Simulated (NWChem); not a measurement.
Everything below was run with NWChem. System: H2As, charge 1, spin multiplicity 1, at the geometry of a parent with another charge or spin, in a state set for the comparison that need not be this species' ground state. Level: RHF/def2-TZVP.

Input file:

```
start mol
memory heap 200 mb stack 900 mb global 1100 mb
charge 1
geometry units angstroms nocenter noautoz
  As     0.000000     0.000000    -0.061399
  H     -1.088753     0.000000     1.013079
  H      1.088753     0.000000     1.013079
  symmetry group C2v
end
basis spherical
  * library def2-tzvp
end
scf
  rhf
  nopen 0
  maxiter 100
  thresh 1e-7
  semidirect memsize 60000000 filesize 0
end
task scf energy
```

Output (cleaned and shortened):

```
             Northwest Computational Chemistry Package (NWChem) 7.3.0
             --------------------------------------------------------

                                NWChem Input Module
                                -------------------

 Scaling coordinates for geometry "geometry" by  1.889725989
 (inverse scale =  0.529177249)

 Turning off AUTOSYM since
 SYMMETRY directive was detected!

                             Geometry "geometry" -> ""
                             -------------------------

 Output coordinates in angstroms (scale by  1.889725989 to convert to a.u.)

  No.       Tag          Charge          X              Y              Z
 ---- ---------------- ---------- -------------- -------------- --------------
    1 As                  33.0000     0.00000000     0.00000000    -0.06139900
    2 H                    1.0000    -1.08875300     0.00000000     1.01307900
    3 H                    1.0000     1.08875300     0.00000000     1.01307900

 Effective nuclear repulsion energy (a.u.)      23.0752190404

            Nuclear Dipole moment (a.u.)
            ----------------------------
        X                 Y               Z
 ---------------- ---------------- ----------------
     0.0000000000     0.0000000000    -0.0000170075

      Symmetry information
      --------------------

 Group name             C2v
 Group number             16
 Group order               4
 No. of unique centers     2

      Symmetry unique atoms

     1    2


 Summary of "ao basis" -> "" (spherical)
 ------------------------------------------------------------------------------
       Tag                 Description            Shells   Functions and Types
 ---------------- ------------------------------  ------  ---------------------
 *                         def2-tzvp                  on all atoms

 Summary of "ao basis" -> "ao basis" (spherical)
 ------------------------------------------------------------------------------
       Tag                 Description            Shells   Functions and Types
 ---------------- ------------------------------  ------  ---------------------
[...]
  ----- ------------  ---------------      ----- ------------  ---------------
    16      0.432727  1 As px                10     -0.229252  1 As px
    50     -0.220646  2 H  s                 56      0.220646  3 H  s
    19      0.206500  1 As px

 Vector   17  Occ=2.000000D+00  E=-6.979170D-01  Symmetry=a1
              MO Center= -1.7D-14,  2.0D-15, -1.3D-01, r^2= 1.9D+00
   Bfn.  Coefficient  Atom+Function         Bfn.  Coefficient  Atom+Function
  ----- ------------  ---------------      ----- ------------  ---------------
    18      0.485515  1 As pz                 5     -0.342706  1 As s
    21      0.282698  1 As pz                 6     -0.260627  1 As s
    12     -0.254705  1 As pz                 4      0.166351  1 As s
    50      0.154690  2 H  s                 56      0.154690  3 H  s

 Vector   18  Occ=0.000000D+00  E=-3.025304D-01  Symmetry=b2
              MO Center=  8.3D-15, -2.4D-14, -1.4D-02, r^2= 2.2D+00
   Bfn.  Coefficient  Atom+Function         Bfn.  Coefficient  Atom+Function
  ----- ------------  ---------------      ----- ------------  ---------------
    20      0.586572  1 As py                17      0.488969  1 As py
    11     -0.275928  1 As py

 Vector   19  Occ=0.000000D+00  E=-1.094839D-01  Symmetry=b1
              MO Center=  2.3D-13, -2.5D-17,  1.1D-01, r^2= 3.6D+00
   Bfn.  Coefficient  Atom+Function         Bfn.  Coefficient  Atom+Function
  ----- ------------  ---------------      ----- ------------  ---------------
    19      1.073715  1 As px                51      0.819537  2 H  s
    57     -0.819537  3 H  s                 16      0.272122  1 As px
    50      0.201522  2 H  s                 56     -0.201522  3 H  s
    10     -0.183682  1 As px

 Vector   20  Occ=0.000000D+00  E=-8.112899D-02  Symmetry=a1
              MO Center= -4.0D-14, -4.1D-16,  6.4D-01, r^2= 4.8D+00
   Bfn.  Coefficient  Atom+Function         Bfn.  Coefficient  Atom+Function
  ----- ------------  ---------------      ----- ------------  ---------------
     6      1.300488  1 As s                 51     -1.169488  2 H  s
    57     -1.169488  3 H  s                 21      1.044743  1 As pz
     5      0.258578  1 As s                 18      0.187269  1 As pz
     4     -0.162299  1 As s

 center of mass
 --------------
 x =   0.00000000 y =   0.00000000 z =  -0.06283179

 moments of inertia (a.u.)
 ------------------
           8.092416636109           0.000000000000           0.000000000000
           0.000000000000          16.624822859698           0.000000000000
           0.000000000000           0.000000000000           8.532406223588

  Mulliken analysis of the total density
  --------------------------------------

    Atom       Charge   Shell Charges
 -----------   ------   -------------------------------------------------------
    1 As  33    32.39   2.00  2.00  1.17  0.77  1.11  0.81  5.99  5.76  0.35  1.48  0.80  8.95  1.06  0.02  0.09  0.01
    2 H    1     0.81   0.22  0.51  0.06  0.01
    3 H    1     0.81   0.22  0.51  0.06  0.01

       Multipole analysis of the density wrt the origin
       ------------------------------------------------

     L   x y z        total         open         nuclear
     -   - - -        -----         ----         -------
     0   0 0 0      1.000000      0.000000     35.000000

     1   1 0 0      0.000000      0.000000      0.000000
     1   0 1 0     -0.000000      0.000000      0.000000
     1   0 0 1      0.381334      0.000000     -0.000017

     2   2 0 0    -11.085385      0.000000      8.466159
     2   1 1 0     -0.000000      0.000000      0.000000
     2   1 0 1     -0.000000      0.000000      0.000000
     2   0 2 0     -9.835468      0.000000      0.000000
     2   0 1 1      0.000000      0.000000      0.000000
     2   0 0 2    -12.127273      0.000000      7.774431

 Task  times  cpu:        1.4s     wall:        1.4s

 Total times  cpu:        1.4s     wall:        1.4s
```
